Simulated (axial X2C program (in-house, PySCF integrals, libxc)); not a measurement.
**CaIr: properties at the nuclei**

Calculated with an in-house all-electron X2C program for linear molecules (integrals from PySCF): two-component X2C with atomic mean-field Coulomb and Gaunt terms, Gaussian nuclei, basis Ir dyall-cv3z, Ca dyall-cv3z with contracted cores.

R = 2.701 Å (near the PBE0 minimum at charge 0 of the determinant lowest at the starting distance; the state shown can have its own minimum elsewhere).

Determinant lowest in the PBE0 search, Ω = 7/2 (⟨Sz⟩ = 1.41, ⟨Lz⟩ = 2.09 at PBE0), spin on the atoms Ir 1.05, Ca 0.36:

```csv
level,Eeff magnitude (GV/cm),Ws magnitude Ir (kHz),A∥/gI Ir (MHz),qzz Ir (a.u.),A∥/gI Ca (MHz),qzz Ca (a.u.),μ (D)
PBE0,24.5,7.77,1300,0.11,122,-0.58,1.92
HF,66,21.3,1200,0.26,75.2,-0.66,1.14
BP86,18.6,5.87,1340,-0.36,143,-0.54,2.33
PBE,18.8,5.95,1370,-0.37,132,-0.54,2.06
PBE50,31.2,9.92,1270,0.30,111,-0.62,1.66
```

Eeff is the effective electric field on the electron electric dipole moment in this Ω state and Ws the scalar–pseudoscalar constant of the nucleus named (defined with the proton number Z and per Ω); A∥ (defined per Ω) follows by multiplying with gI = μI/(I μN); qzz is the electric field gradient, eQq0 = 234.96 MHz × Q/barn × qzz; μ is positive if the Ca end (last atom) is positive. The operators were transformed with the bare-nucleus X2C matrices; with these basis sets, hyperfine constants and field gradients can be off by tens of per cent, and where levels differ in sign neither size nor sign is settled.

Task: With gI(193Ir) = 0.1091, gI(43Ca) = -0.3764, Q(43Ca) = -0.0408 barn (g factors from the IAEA table of nuclear moments by Stone; Q from Pyykkö, Mol. Phys. 2018), turn the PBE0 values of the first state into constants in MHz.

Result: A∥(193Ir) = 1300 × 0.1091 = 142 MHz; A∥(43Ca) = 122 × -0.3764 = -45.9 MHz; eQq0(43Ca) = 234.96 × (-0.0408) × (-0.58) = 5.56 MHz.

Each state is one determinant with collinear spin, which with several unpaired electrons need not be a pure state. Unrestricted Hartree–Fock can overshoot spin polarisation at the nuclei. With several open shells hyperfine constants can be off by a factor of several. Where Eeff spreads by more than a factor of two the levels disagree and none is to be relied on. States lie within half an eV, so the first need not be the ground state. Further determinants of the search, some of them spin-mixed, are not shown. Where a field gradient or hyperfine factor spreads by more than a factor of two over the levels, a constant derived from it is not to be relied on.
